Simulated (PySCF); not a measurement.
**Calculated NMR parameters of O=C(CO[SiH3])[SiH2]CCl**

- Formula: C3H9ClO2Si2
- SMILES: O=C(CO[SiH3])[SiH2]CCl
- Point group of the computed structure: C1
- Degrees of unsaturation: 1
- Carbon signals: 3
- Proton signals: 4

Mapped SMILES: `[O:1]=[C:2]([CH2:3][O:4][SiH3:5])[SiH2:6][CH2:7][Cl:8]`; H(Xn) means a hydrogen on atom n.

- σ from GIAO-PBE0/pcSseg-1
- GFN2-xTB geometry
- run in PySCF 2.14
- no solvent model, single conformer, relativity neglected, averaged over atoms made equivalent by symmetry, fast rotation or ring inversion

δ = σ(ref) − σ, references computed at the same level: ¹H (31.72 ppm) and ¹³C (186.93 ppm) and ²⁹Si (349.16 ppm) against TMS; ¹⁷O (336.08 ppm) against H2O.

| carbon | δC, type | δH (multiplicity) | HMBC from (2–3 bonds) | span of the C tensor (ppm) |
| --- | --- | --- | --- | --- |
| C2 | 254.7, C | – | H(Si6), H(C3), H(C7) | 241 |
| C3 | 78.8, CH2 | 4.03 (s) | H(Si5), H(Si6) | 41 |
| C7 | 29.4, CH2 | 3.08 (t) | H(Si6) | 59 |

Other nuclei:
```csv
atoms,nucleus,environment,δ (ppm),σ (ppm)
H(Si5),¹H,hydrogen on a silicon bonded to O,5.05,26.67
H(Si6),¹H,hydrogen on a silicon bonded to 2 C,4.69,27.02
Si5,²⁹Si,"silicon bonded to O, 3 H",-32.5,381.7
Si6,²⁹Si,"silicon bonded to 2 C, 2 H",-62.5,411.6
O1,¹⁷O,carbonyl oxygen,835.3,-499.2
O4,¹⁷O,"oxygen bonded to C, Si",7.5,328.5
```

- Carbon types of the structure: 1 × C, 2 × CH2, leaving 5 H on heteroatoms.
- δC 254.7: carbonyl carbon.
- δC 78.8: sp3 CH2 bonded to O, α to a carbonyl; deshielded by the electronegative neighbour.
- δC 29.4: sp3 CH2 bonded to Cl and Si; the inductive effect lowers its shielding.
- δH 4.03: hydrogen on an sp3 CH2 bonded to O, α to a carbonyl; its carbon carries O, hence the downfield position.
- δH 3.08: hydrogen on an sp3 CH2 bonded to Cl and Si; its carbon carries Cl, an electronegative neighbour.

Carbons that carry Cl, above all several Cl atoms, come out too deshielded, partly because spin–orbit coupling is missing. Shifts are as computed. Against solution values, carbons near 30 ppm lie about +3 ppm off and those near 130 ppm about +5 ppm; carbons on Cl a further +6 ppm. Of 1211 compounds with measured shifts, 218 miss one by over three times the rms of a fit or turn the order of signals round; such compounds aren't used in these exercises. Unscaled 17O shifts of doubly bonded oxygen tend to come out too high, by tens of ppm or more. Experimental scales use liquid or dissolved standards, which lie at an offset from isolated H2O (liquid H2O: subtract about 36 ppm). No couplings were computed; multiplicities are counted from neighbouring protons, with m where these are inequivalent, close in shift, in a saturated or five-membered ring or joined by F or P, and br s for small geminal =CH2 splittings.
